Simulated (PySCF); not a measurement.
# SrI: frontier orbitals

PBE0 at R = 2.987 Å; basis Sr def2-TZVPP with ECP28, I def2-TZVPP with ECP28; scalar-relativistic core potentials; PySCF 2.14. State: ²Σ⁺ (doublet), unpaired electrons σ ↑. Only the outer orbitals are listed, counted within each symmetry, core potentials removing the inner ones.

| spin | orbital | occ. | ε (eV) | on Sr (%) | main shells (%) |
| --- | --- | --- | --- | --- | --- |
| α | 3π | 1 | -25.46 | 100 | 100 Sr p |
| α | 3π | 1 | -25.46 | 100 | 100 Sr p |
| α | 5σ | 1 | -25.39 | 99 | 99 Sr p |
| α | 6σ | 1 | -17.66 | 2 | 98 I s |
| α | 7σ | 1 | -7.40 | 13 | 86 I p |
| α | 4π | 1 | -6.74 | 5 | 95 I p |
| α | 4π | 1 | -6.74 | 5 | 95 I p |
| α | 8σ | 1 | -4.29 | 97 | 80 Sr s, 13 Sr p |
| α | 5π | 0 | -1.40 | 100 | 68 Sr p, 31 Sr d |
| α | 5π | 0 | -1.40 | 100 | 68 Sr p, 31 Sr d |
| α | 9σ | 0 | -1.22 | 99 | 54 Sr d, 43 Sr p |
| β | 3π | 1 | -25.35 | 100 | 100 Sr p |
| β | 3π | 1 | -25.35 | 100 | 100 Sr p |
| β | 5σ | 1 | -25.26 | 99 | 99 Sr p |
| β | 6σ | 1 | -17.62 | 2 | 98 I s |
| β | 7σ | 1 | -7.30 | 12 | 87 I p |
| β | 4π | 1 | -6.73 | 4 | 95 I p |
| β | 4π | 1 | -6.73 | 4 | 95 I p |
| β | 8σ | 0 | -2.28 | 99 | 88 Sr s |
| β | 9σ | 0 | -0.57 | 98 | 50 Sr d, 47 Sr p |
| β | 5π | 0 | -0.49 | 99 | 55 Sr p, 45 Sr d |

Which are the highest filled and the lowest empty level, where do they sit, and how wide is the gap?

Highest filled α 8σ at -4.29 eV (in %: 80 Sr s, 13 Sr p); lowest empty β 8σ at -2.28 eV (in %: 88 Sr s); the gap at PBE0 is 2.01 eV.

| Item | Value |
| --- | --- |
| bond order (Mayer) | 0.77 |
| ⟨S²⟩ | 0.750 |
| charge on Sr (Mulliken, basis-dependent) | 0.58 |
| charge on Sr (Löwdin, basis-dependent) | 0.16 |
| dipole moment (positive dipole means Sr(−)I(+)) | -5.20 D |
| polarisability along the bond | 192.1 bohr³ |
| polarisability across the bond | 202.8 bohr³ |

Spin–orbit coupling is left out. The state was picked by a PBE0 search and need not be the measured ground state.
